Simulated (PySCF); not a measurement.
# SMILES C(C1=C(C)C=CS1)(=O)F, C6H5FOS

Molfile (atoms numbered from 1):
```
C6H5FOS
     RDKit          3D

 14 14  0  0  0  0  0  0  0  0999 V2000
   -0.8995   -1.4992   -0.1386 C   0  0  0  0  0  0  0  0  0  0  0  0
    0.1027   -0.4122    0.0078 C   0  0  0  0  0  0  0  0  0  0  0  0
    1.4837   -0.6154    0.1872 C   0  0  0  0  0  0  0  0  0  0  0  0
    2.1878    0.5478    0.2942 C   0  0  0  0  0  0  0  0  0  0  0  0
    1.2023    1.9356    0.1800 S   0  0  0  0  0  0  0  0  0  0  0  0
   -0.2071    0.9389   -0.0178 C   0  0  0  0  0  0  0  0  0  0  0  0
   -1.5146    1.5023   -0.1834 C   0  0  0  0  0  0  0  0  0  0  0  0
   -2.5590    0.9536   -0.3282 O   0  0  0  0  0  0  0  0  0  0  0  0
   -1.4831    2.8762   -0.1629 F   0  0  0  0  0  0  0  0  0  0  0  0
   -1.6522   -1.4260    0.6448 H   0  0  0  0  0  0  0  0  0  0  0  0
   -0.4190   -2.4723   -0.0884 H   0  0  0  0  0  0  0  0  0  0  0  0
   -1.4242   -1.4023   -1.0879 H   0  0  0  0  0  0  0  0  0  0  0  0
    1.9366   -1.5894    0.2347 H   0  0  0  0  0  0  0  0  0  0  0  0
    3.2448    0.6620    0.4364 H   0  0  0  0  0  0  0  0  0  0  0  0
  1  2  1  0
  2  3  1  0
  3  4  2  0
  4  5  1  0
  5  6  1  0
  6  7  1  0
  7  8  2  0
  7  9  1  0
  6  2  2  0
  1 10  1  0
  1 11  1  0
  1 12  1  0
  3 13  1  0
  4 14  1  0
M  END
```

Computed, not measured: GIAO wB97X-D/pcSseg-1 magnetisability, rotational g tensor and spin-rotation constants, non-relativistic, gas phase in PySCF. Geometry: GFN2-xTB.

(1) Give the nuclear spin-rotation constants along the inertial axes (H = +C I·J) beside the isotropic shieldings.

Results:

(1) Rotational constants 2.0511, 1.4242, 0.8449 GHz. A star marks the isotopologue with that one atom substituted, in its own axes.
```
atom  isotope  Caa (kHz)  Cbb (kHz)  Ccc (kHz)  mean (kHz)  σ (ppm)
  F9      19F      5.197      2.041      1.450       2.896    140.9
 H10       1H     -0.130     -0.132     -0.015      -0.092     28.8
 H11       1H     -0.084     -0.045     -0.092      -0.074     29.3
 H12       1H     -0.129     -0.132     -0.015      -0.092     28.8
 H13       1H      0.038     -0.022     -0.092      -0.025     24.7
 H14       1H      0.134     -0.080     -0.096      -0.014     24.2
  C1     13C*      0.317      0.199      0.114       0.210    167.0
  C2     13C*      0.978      0.668      0.120       0.589     23.3
  C3     13C*      0.889      0.514      0.141       0.515     50.8
  C4     13C*      1.011      0.533      0.122       0.555     39.2
  S5     33S*      0.769      0.633      0.258       0.553    245.2
  C6     13C*      0.874      0.465      0.157       0.498     56.8
  C7     13C*      0.758      0.576      0.249       0.528     25.1
  O8     17O*     -1.025     -0.827     -0.088      -0.646    -86.3
```
For the geometry as given, no vibrational averaging.
